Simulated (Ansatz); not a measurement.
Relaxation of ClF₃H₂Zr (7 atoms, charge 0, multiplicity 1), to a largest force component of 0.03 eV/Å in at most 50 steps.

The calculation used RKS PBE0-D4/def2-mTZVP (Ansatz 0.2.0).

```xyz
7
Properties=species:S:1:pos:R:3:forces:R:3
Zr -0.120 -0.123 -0.057 -0.03 0.01 0.98
F -0.145 -0.090 1.889 -0.13 -0.27 -0.95
F 1.658 -0.124 -0.706 0.01 0.01 0.00
Cl -1.324 1.674 -0.973 -0.01 0.00 -0.01
F -0.936 -1.727 -0.641 0.01 0.02 0.01
H 1.141 2.289 1.318 0.60 1.09 -0.89
H 0.865 1.778 1.728 -0.45 -0.86 0.86
```

Question: Where does it end, and by what steps?

Answer: The forces met the threshold. After 7 steps the energy has fallen by 0.114 eV; F2 moved furthest, 0.33 Å.

```
step  energy less start (eV)  largest force component (eV/Å)  accepted
   0                  0.0000                           1.094       yes
   1                 -0.0961                           0.248       yes
   2                 -0.1016                           0.471       yes
   3                 -0.1105                           0.103       yes
   4                 -0.1124                           0.059       yes
   5                 -0.1126                           0.039       yes
   6                 -0.1131                           0.083       yes
   7                 -0.1138                           0.026       yes
```

```xyz
7
Properties=species:S:1:pos:R:3
Zr -0.177 -0.181 -0.028
F -0.361 -0.331 1.856
F 1.652 -0.069 -0.520
Cl -1.392 1.657 -0.855
F -0.885 -1.759 -0.802
H 1.270 2.328 1.131
H 1.032 2.033 1.776
```

Whether the end is a true minimum wasn't checked by a vibrational analysis.

The run took 17 s on 4 threads of Arm Neoverse V2 (shared host), peak memory 0.28 GiB.
